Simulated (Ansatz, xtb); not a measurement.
# Relative energy of two isomers of C3H3BF2

Structure a is `FB(F)C1C=C1`, a singlet and structure b is `C=C=CB(F)F`, a singlet. Both are isolated molecules in the gas phase, relaxed with PBE-D3(BJ)/def2-SVP; the shapes shown needn't be the lowest conformers.

a (Å):

```xyz
9

C     0.2560    1.2261    0.4507
C    -0.6158    1.0100    1.7005
C     0.6067    0.5887    1.8069
B     0.0518    0.3185   -0.7939
F     0.3080    0.7430   -2.0347
F    -0.3927   -0.9367   -0.6755
H     0.6275    2.2552    0.2588
H    -1.6210    1.1701    2.1005
H     1.4225    0.1211    2.3655
```

b (Å):

```csv
atom,x (Å),y (Å),z (Å)
C,1.2868,0.9078,-2.5413
C,0.6462,0.7299,-1.4093
C,-0.0061,0.5786,-0.2653
B,-0.6576,1.7808,0.4659
F,-0.5988,3.0234,-0.0118
F,-1.3094,1.6051,1.6177
H,2.3667,1.1321,-2.5572
H,0.7633,0.8417,-3.5100
H,-0.0834,-0.4338,0.1734
```

Quicker runs give these differences E(b) − E(a): GFN2-xTB −19.6 kcal/mol; HF/STO-3G −20.6 kcal/mol (at GFN2-xTB geometries); r2SCAN-D4/def2-SVP −25.3 kcal/mol (at GFN2-xTB geometries).

Task: Estimate E(b) − E(a) at the level CCSD(T)/def2-SVP + ΔMP2/def2-TZVPP.

Result: Calculated at CCSD(T)/def2-SVP + ΔMP2/def2-TZVPP: E(b) − E(a) = −25.5 kcal/mol, so structure b lies lower.

How the difference moves with the method:

| level | geometry | E(b) − E(a) (kcal/mol) | departure from the last row (kcal/mol) | job, with rough time for the two |
| --- | --- | --- | --- | --- |
| GFN2-xTB | GFN2-xTB | −19.6 | +5.9 | optimisation, 0.22 s |
| HF/STO-3G | GFN2-xTB | −20.6 | +4.9 | single point, 0.38 s |
| r2SCAN-D4/def2-SVP | GFN2-xTB | −25.3 | +0.2 | single point, 2.6 s |
| PBE-D3(BJ)/def2-SVP | PBE-D3(BJ)/def2-SVP | −24.1 | +1.4 | optimisation, 21 s |
| HF/def2-SVP | PBE-D3(BJ)/def2-SVP | −28.1 | −2.5 | part of the CCSD(T) run |
| MP2/def2-SVP | PBE-D3(BJ)/def2-SVP | −20.5 | +5.0 | part of the CCSD(T) run |
| CCSD(T)/def2-SVP | PBE-D3(BJ)/def2-SVP | −23.7 | +1.8 | single point |
| CCSD(T)/def2-SVP + ΔMP2/def2-TZVPP | PBE-D3(BJ)/def2-SVP | −25.5 |  | single point, 33 s |

As drawn, b has 1 C=C in place of 2 C–C. Structure a has a 3-membered ring, b no ring.

The levels shown agree on the order. The largest departure from CCSD(T)/def2-SVP + ΔMP2/def2-TZVPP is that of GFN2-xTB, 5.9 kcal/mol. The last row adds to CCSD(T) the change of the MP2 difference between the two basis sets, here −1.8 kcal/mol.

With harmonic frequencies from PBE-D3(BJ)/def2-SVP (ideal gas, rigid rotor, one conformer each, 298.15 K, 1 atm): on the last row, ΔE + ΔZPE = −25.7, ΔH = −25.5, ΔG = −25.9 kcal/mol.

The correlated steps freeze 6 core orbitals. Programs: Ansatz 0.2.0, xtb 6.7.1; the last row on 2 threads of Intel(R) Xeon(R) Processor @ 2.70GHz on a shared host.
